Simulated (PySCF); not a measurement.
Question: What does the PBE0-D3(BJ)/def2-SVP structure of InChI=1S/C3H9BS3/c1-5-4(6-2)7-3/h1-3H3 look like in three dimensions?

Answer: 
```
atom  x, y, z in Å
B1    -0.0022   -0.0001    0.0055
S2     1.5714   -0.8567    0.2045
C3     2.5370   -0.3127   -1.2312
H4     2.0320   -0.5832   -2.1690
H5     3.5046   -0.8281   -1.1777
H6     2.7007    0.7735   -1.2044
S7    -0.2652    1.0845   -1.4103
C8    -1.9573    1.6915   -1.1718
H9    -2.1778    2.3594   -2.0145
H10   -2.0435    2.2524   -0.2310
H11   -2.6751    0.8599   -1.1691
S12   -1.3132   -0.2298    1.2221
C13   -0.5862   -1.3855    2.4149
H14    0.3141   -0.9574    2.8770
H15   -0.3305   -2.3386    1.9317
H16   -1.3432   -1.5630    3.1897
```

Orientation and origin are arbitrary. Atoms count from 1 in this order. All 3 B–S bonds measure 1.803 Å. Of the pairs four or more bonds apart, H4···S7 is among the closest relative to their van der Waals radii: 2.94 Å, 98 % of the sum of Bondi's values. B1 (boron bonded to 3 S) is planar (angles 120.0°, 120.0° and 120.0°, sum 360.0°, 0.00 Å off the plane of its three neighbours). The 7 heavy atoms lie in one plane (0.002 Å rms).

Bonds between heavy atoms (Å): B1–S2 1.803, B1–S7 1.803, B1–S12 1.803, S2–C3 1.814, S7–C8 1.813, S12–C13 1.813.

The calculation used PBE0-D3(BJ)/def2-SVP geometry optimisation, gas phase in PySCF 2.14.0.

No PBE0-D3(BJ)/def2-SVP frequencies stand behind this structure, so it isn't proved a minimum. One conformer, not necessarily the lowest (S7–B1–S2–C3 0°, S2–B1–S7–C8 180°, S2–B1–S12–C13 0°).
